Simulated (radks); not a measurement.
Question: The mean radii <r> (bohr) of the occupied orbitals of an atom or ion are listed with their occupations. Method: scalar-relativistic Kohn-Sham, r2SCAN, spin-polarised, spherical densities, finite nucleus; meta-GGA in the generalised Kohn-Sham scheme; Fermi nuclear charge, rms radius of each element as measured or else 0.836 A^(1/3) + 0.57 fm; computed with a radial shooting solver on a logarithmic mesh with Libxc functionals.

orbital  occ.      <r>
1s down     1  0.01804
1s up       1  0.01804
2s up       1  0.07621
2s down     1  0.07620
2p up       3  0.06835
2p down     3  0.06835
3s up       1   0.1972
3s down     1   0.1972
3p up       3   0.1977
3p down     3   0.1977
3d up       5   0.1793
3d down     5   0.1793
4s up       1   0.4406
4s down     1   0.4407
4p up       3   0.4683
4p down     3   0.4684
4d up       5   0.5000
4d down     5   0.4999
5s up       1    1.041
5s down     1    1.031
5p up       3    1.204
5p down     3    1.186
4f up       7   0.5816
4f down     7   0.5766
5d up       4    1.658

Name the element and its charge.

Answer: Z = 75, rhenium, charge +3: Re3+ in [Xe] 4f14 5d(up 4, down 0). The 1s radius gives Z: for a bare nucleus <r> = (2 gamma + 1)/(2Z) with gamma = sqrt(1 - (Z/c)^2), 0.01783 bohr for Z = 75, and screening makes it slightly larger (0.01804 here). The occupations add up to 72, and the charge is Z minus that.
